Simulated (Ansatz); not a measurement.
**How methods differ on InHF (SMILES [F][InH])**

The species is InHF (3 atoms), meant as a doublet with charge 0. As SMILES, `[F][InH]`. The coordinates come from a PBE0-D4/def2-TZVP relaxation.

```xyz
3

F     1.0884    0.9895    0.6943
In   -0.5225    0.3551   -0.2448
H    -0.5769   -1.4094   -0.4628
```

Quantity: the electronic atomisation energy, in eV. The values are calculated. Electronic energies at fixed atoms, without zero-point motion or spin-orbit coupling.

```csv
level,kind,program,value (eV),less FCI/STO-3G
U-revPBE/STO-3G,GGA,Ansatz,9.23,+2.60
U-r2SCAN/STO-3G,meta-GGA,Ansatz,9.14,+2.51
U-wB97X/STO-3G,range-separated hybrid,Ansatz,8.48,+1.85
UCAM-B3LYP/STO-3G,range-separated hybrid,Ansatz,8.77,+2.14
UHSE06/STO-3G,range-separated hybrid,Ansatz,8.50,+1.87
UB2PLYP/STO-3G,double hybrid,Ansatz,7.86,+1.23
UCCSD(T)/STO-3G,coupled cluster or CI,Ansatz,6.59,-0.04
UCCSDT(Q)/STO-3G,coupled cluster or CI,Ansatz,6.65,+0.02
FCI/STO-3G,exact in the basis,Ansatz,6.63,0.00
```

FCI/STO-3G is exact within its basis and frozen core, so for wave-function methods in that basis the difference is their error; functionals converge differently with the basis, so for them it is only a difference. All-electron rows without a relativistic Hamiltonian named are non-relativistic. The values span 6.59 to 9.23 eV. All rows use very small basis sets, so none should be taken for the real molecule's value. In the correlated wave-function rows the outer d shell of In is correlated, in sets not made for it.
